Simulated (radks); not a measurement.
The numbers below are computed, except where a source is named.
Valence configurations of Dy II (all share [Xe]). Level of theory: Dirac Kohn-Sham, PBE, spin-unpolarised, spherical densities, point nucleus; open shells fill j = l - 1/2 first (a radial shooting solver on a logarithmic mesh with Libxc functionals). Energies are relative to 4f10 6s1; eigenvalues in eV.

valence       E (eV)  e(4f5/2)  e(4f7/2)  e(5d3/2)  e(6p1/2)  e(6s1/2)
4f10 6s1       0.000    -9.905    -9.030         -         -    -8.840
4f9.5 6s1.5    0.857   -13.873   -12.965         -         -    -9.643
4f10.5 5d0.5   1.751    -5.865    -5.023    -5.347         -         -
4f10 5d1       2.009    -8.196    -7.322    -5.904         -         -
4f11           2.260    -4.092    -3.280         -         -         -
4f10 6p1       3.169   -11.063   -10.186         -    -6.317         -
4f9 6s2        3.398   -18.288   -17.348         -         -   -10.438
4f9.5 6p1.5    6.011   -15.576   -14.667         -    -7.083         -
4f8 5d2 6s1   13.388   -22.704   -21.704    -9.759         -   -10.010
4f8 5d1 6s2   13.484   -25.323   -24.321   -11.439         -   -10.978

NIST lists [Xe] 4f10 6s1 as the ground configuration; this level of theory agrees among the configurations tried. The energies are those of spherical spin-averaged densities, not of single terms.
